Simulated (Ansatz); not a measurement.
Geometry optimisation, RKS PBE0-D4/def2-SVP (Ansatz).

Input:

```yaml
crystal:
  periodic: [false, false, false]
  atoms:
    - { symbol: W, position_ang: [0.0, 0.0, 0.0] }
    - { symbol: H, position_ang: [0.8322, 0.0, 1.7303] }
    - { symbol: F, position_ang: [1.8273, 0.0, 0.9293] }
    - { symbol: H, position_ang: [0.0, 1.72, 0.0] }
    - { symbol: H, position_ang: [-1.72, 0.0, 0.0] }
    - { symbol: F, position_ang: [0.0, -1.85, 0.0] }
    - { symbol: H, position_ang: [0.0, 0.0, -1.72] }
basis:
  gaussian: { orbitals: def2-SVP }
hamiltonian:
  xc: pbe0
  dispersion: d4
relax:
  f_tol: 0.15
  max_steps: 25
  restrain:
    - { distance: [1, 2], at: 2.12, k: 30.0 }
    - { distance: [0, 1], at: 1.72, k: 30.0 }
    - { distance: [0, 2], at: 1.85, k: 30.0 }
```

Run as:

```bash
$ ansatz run input.yaml --threads 1 --pin off --max-ram 2048MiB --backend cpu --events-out ev --progress --plain --runs-dir out
```

Problem. Where does it end, and by what steps?

Solution. It converged. The restraints hold the end off the free minimum; the threshold counts their pulls, which the force column leaves out. Restrained pairs: H2–F3 (1.28 → 2.14 Å), W1–H2 (1.92 → 1.69 Å), W1–F3 (2.05 → 1.86 Å). After 14 steps the energy has fallen by 5.992 eV (the restraints' own energy left out); H2 moved furthest, 1.04 Å.

```
step  energy less start (eV)  largest force component (eV/Å)  accepted
   0                  0.0000                           3.159       yes
   1                 -1.0437                           4.774       yes
   2                 -2.2597                           2.582       yes
   3                 -3.4855                           1.727       yes
   4                 -4.5657                           1.152       yes
   5                 -5.2919                           1.071       yes
   6                 -5.4746                           1.141       yes
   7                 -5.5121                           0.824       yes
   8                 -5.5685                           0.847       yes
   9                 -5.6574                           0.864       yes
  10                 -5.7549                           1.263       yes
  11                 -5.9497                           0.839       yes
  12                 -5.9617                           0.674       yes
  13                 -5.9857                           0.620       yes
  14                 -5.9920                           0.532       yes
```

```xyz
7
Properties=species:S:1:pos:R:3
W 0.325 -0.241 0.012
H 0.236 0.772 1.368
F 2.041 -0.165 0.713
H -0.616 1.125 -0.206
H -1.129 -0.176 0.812
F -0.301 -1.977 -0.271
H 0.385 0.531 -1.488
```

The run took 32 s on 1 thread of Intel(R) Xeon(R) 6975P-C (Granite Rapids) (shared host), peak memory 0.17 GiB.
